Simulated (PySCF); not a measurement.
# Palladium: a sound run and one with changed settings

Sound run: Pd⁺ [Kr] 4d9, Pd²⁺ [Kr] 4d8. Computed with PySCF 2.14 in def2-SVP with the def2 core potential (28 electrons) (5s3p2d1f, 31 functions), with a scalar-relativistic core potential. In the sound run the correlated levels freeze 4s2 4p6 outside the core potential. The sound run starts from symmetry-adapted Hartree-Fock orbitals and uses a fine grid where one is needed.

Changed run: initial guess minao, at most 50 SCF cycles.

```csv
species,method,sound run (hartree),changed run (hartree),converged
Pd⁺,UHF,-126.76992,-126.76992,yes
Pd⁺,PBE,-127.52710,-127.52308,no
Pd⁺,M06-2X,-127.45467,-127.45467,yes
Pd⁺,MP2,-126.93331,-126.93331,yes
Pd²⁺,UHF,-126.12691,-126.12691,yes
Pd²⁺,PBE,-126.80035,-126.80035,yes
Pd²⁺,M06-2X,-126.72329,-126.72329,yes
Pd²⁺,MP2,-126.24628,-126.24628,yes
```

Ionisation energy of Pd⁺:

```json
{"method": "UHF", "sound run (eV)": "17.497", "changed run (eV)": "17.497"}
{"method": "M06-2X", "sound run (eV)": "19.902", "changed run (eV)": "19.902"}
{"method": "MP2", "sound run (eV)": "18.695", "changed run (eV)": "18.695"}
{"method": "SCS-MP2", "sound run (eV)": "18.598", "changed run (eV)": "18.598"}
```

A plain start with occupations fixed only by D2h representation lets s and d (or p and f) orbitals of one representation trade places, so the SCF can reach the same state, another state or none.

For comparison, NIST gives 19.43 ± 0.12 eV between the lowest levels.
